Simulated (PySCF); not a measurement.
Correlation energy of Al⁺ (aluminium, charge +1)

[Ne] 3s1 3p1, high-spin 3P determinant (an excited configuration). Calculation: PySCF 2.14, in x2c-QZVPPall; scalar relativity by spin-free X2C-1e. Frozen: [Ne]; 2 electrons correlated.

With two correlated electrons CCSD is exact within the correlated space (frozen core and kept virtual orbitals).

```
level  correlation energy (mhartree)
 CCSD                          -4.66
```

Diagnostics: T1 = 0.0042, D1 = 0.0077, largest double amplitude 0.043.

Is a single reference adequate?

Yes: T1 lies below 0.03 and no double amplitude reaches 0.07.

The basis was made for the ground configuration and has no added diffuse functions, which can raise the energy of the promoted electron.
